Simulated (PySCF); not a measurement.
**Two-component Hartree-Fock for Os³⁺ (osmium, charge +3)**

Start: [Xe] 4f14 5d5; 5d3/2 filled at m_j = -3/2, -1/2, +1/2, +3/2; 5d5/2 filled at m_j = +5/2. Calculated with PySCF 2.14 in x2c-SVPall-2c (7s9p9d2f, 93 functions): generalised Hartree-Fock with the X2C-1e Hamiltonian and a Gaussian nucleus; one run each with spin-orbit coupling (SO) switched off, then screened by Boettger's factors.

| spinor shell | electrons | ε, spin-free (eV) | ε, screened SO (eV) | weight of nominal j (screened SO) | rms radius, screened SO (bohr) |
| --- | --- | --- | --- | --- | --- |
| 1s1/2 | 2 | -74306.4 | -74281.7 | 1.000 | 0.0201 |
| 2s1/2 | 2 | -13113.2 | -13105.5 | 1.000 | 0.0809 |
| 2p1/2 | 2 | -11429.8 | -12527.3 | 1.000 | 0.0687 |
| 2p3/2 | 4 | -11429.8 | -10990.1 | 1.000 | 0.0764 |
| 3s1/2 | 2 | -3140.7 | -3138.1 | 1.000 | 0.207 |
| 3p1/2 | 2 | -2638.1 | -2880.1 | 1.000 | 0.198 |
| 3p3/2 | 4 | -2638.1 | -2539.2 | 1.000 | 0.214 |
| 3d3/2 | 4 | -2068.9 | -2110.8 | 1.000 | 0.189 |
| 4s1/2 | 2 | -721.72 | -720.87 | 1.000 | 0.459 |
| 4p1/2 | 2 | -553.95 | -611.26 | 1.000 | 0.466 |
| 4p3/2 | 4 | -553.95 | -530.27 | 1.000 | 0.499 |
| 4d3/2 | 4 | -341.20 | -349.85 | 0.999 | 0.520 |
| 4d5/2 | 6 | -341.20 | -334.52 | 0.999 | 0.531 |
| 5s1/2 | 2 | -138.73 | -138.55 | 1.000 | 1.08 |
| 5p1/2 | 2 | -92.611 | -103.20 | 0.911 | 1.23 |
| 4f5/2 | 6 | -102.46 | -103.74 | 0.977 | 0.609 |
| 4f7/2 | 8 | -102.46 | -100.77 | 0.983 | 0.610 |
| 5p3/2 | 4 | -92.611 | -87.886 | 0.955 | 1.26 |
| 5d3/2 | 4 | -43.121 | -43.228 | 0.636 | 1.71 |
| 5d5/2 | 1 | -43.121 | -42.340 | 1.000 | 1.74 |

(1) Where does 3d5/2 lie, and what is the 3d spin-orbit splitting (screened SO)?

```
   quantity     spin-free   screened SO
E (hartree)  -17238.44938  -17260.92504
        M_J           5/2           5/2
       ⟨J²⟩         8.752         8.753
       ⟨L²⟩         0.000         0.311
       ⟨S²⟩         8.752         8.399
```

Each row is a mean over spinors that exchange with the open shell spreads, by up to 9.601 eV (5p3/2).

Rows whose weight is well below 1 are mixtures of j = l ± 1/2: exchange outweighs spin-orbit coupling there, and the label is only the starting occupation.

Breit and QED terms are absent; they matter most for the inner s and p1/2 levels.

Densities and radii are taken from the X2C orbitals without a picture-change correction, which distorts them close to the nucleus.

Without spin-orbit coupling the j labels of p, d and f shells carry no meaning; the spin-free column gives the mean over the occupied spinors of each nl shell.

Results:

(1) At -2038.3 eV, 72.493 eV above 3d3/2.
